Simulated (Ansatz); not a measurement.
Program: Ansatz. Geometries: PBE0-D4/def2-TZVP. ΔE: electronic, gas phase. CBS: MP2 limit from def2 TZ/QZ plus the TZ coupled-cluster correction, frozen cores. This one scheme is used for every species. Functionals use def2-TZVPP. B3LYP here is the variant with VWN-RPA as its local correlation; programs differ in this. HSE06 is defined as in plane-wave codes. One conformer a species, not always the lowest.

`O[Si]1(F)C=N1` + HCl → `O[Si]1(Cl)C=N1` + H–F  (ligand exchange at the Si–F bond)

`O[Si]1(F)C=N1`:

```xyz
7

O    -1.249    0.202    1.247
Si   -0.518   -0.033   -0.176
F    -1.687   -0.031   -1.231
C     1.159    0.185   -0.600
N     0.854   -1.069   -0.399
H    -0.701    0.170    2.033
H     2.142    0.576   -0.874
```

HCl:

Z-matrix (Å, degrees):
```
Cl
H 1 1.279
```

`O[Si]1(Cl)C=N1`:

Z-matrix (Å, degrees):
```
Si
Cl 1 2.014
C 1 1.750 2 124.0
O 1 1.622 2 106.1 3 -163.2
N 1 1.745 2 120.4 3 52.0
H 3 1.093 1 165.3 2 -81.1
H 4 0.960 1 116.7 2 -175.3
```

H–F:

Z-matrix (Å, degrees):
```
F
H 1 0.920
```

```csv
level,ΔE (kJ/mol),difference from CCSD(T)/CBS
LDA (SPW92),36.8,-2.1
PBE-D4,31.7,-7.2
B97M-V,45.9,7.0
PBE0-D4,33.4,-5.5
r2SCAN0-D4,40.9,2.0
HSE06-D4,33.0,-5.9
CAM-B3LYP-D4,48.6,9.7
ωB97M-V,41.7,2.8
B2PLYP,45.3,6.4
PBE,35.3,-3.6
BLYP,48.0,9.1
B3LYP,48.3,9.4
CCSD(T)/def2-SVP,40.7,1.8
SCS-MP2/def2-TZVPP,42.8,3.9
SCS-MP2/def2-QZVPP,41.1,2.2
HF/CBS(def2),59.5,20.6
CCSD(T)/CBS,38.9,0
```

Largest T1 diagnostic among the species: 0.013.

The D4 term adds −5.9 kJ/mol with B3LYP and −3.2 kJ/mol with PBE0; it sums over pairs of atoms, weighted by their polarisabilities, and B3LYP, whose exchange is more repulsive, gets the larger term. Leaving LDA and LC-ωPBE aside and taking each functional with its dispersion term where it has one, the values, not all of them listed here, spread over 20.0 kJ/mol, from revPBE-D4 to CAM-B3LYP-D4. From BLYP to BHLYP (50 % exact exchange), in def2-TZVPP and without D4, ΔE moves by +3.6 kJ/mol.
